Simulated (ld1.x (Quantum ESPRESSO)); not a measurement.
# Transferability test, TM potential for Ti (Z = 22)

```json
{
  "Element": "Ti (Z = 22)",
  "Generator": "ld1.x (Quantum ESPRESSO) 7.5",
  "Type": "norm-conserving Troullier–Martins (Kleinman–Bylander form)",
  "Functional": "PBE",
  "Relativity": "scalar-relativistic",
  "Frozen core": "[Ar]",
  "Valence charge": "4",
  "Reference configuration": "3d2 4s2 4p0",
  "Partial waves": "4p (bound, empty): rc 2.70 bohr; 3d (bound): rc 1.50 bohr; 4s (bound): rc 2.70 bohr",
  "Local potential": "the s channel",
  "Core correction": "none"
}
```

Energies are relative to the spin-unpolarised reference configuration 3d2 4s2 4p0; without spin polarisation the order of configurations can differ from experiment.

| valence configuration | charge | ΔE all-electron (eV) | error AE − PS (meV) |
| --- | --- | --- | --- |
| 3d2 4s1 4p0 | +1 | 7.347 | +8.4 |
| 3d2 4s0 4p0 | +2 | 20.919 | +205 |
| 3d1 4s0 4p0 | +3 | 47.867 | +300 |
| 3d2 4s1.5 4p0 | +0.5 | 2.937 | +0.4 |
| 3d3 4s1 4p0 | 0 | 1.106 | -119 |
| 3d3 4s0 4p0 | +1 | 7.395 | -133 |
| 3d2 4s1 4p1 | 0 | 3.076 | +7.0 |
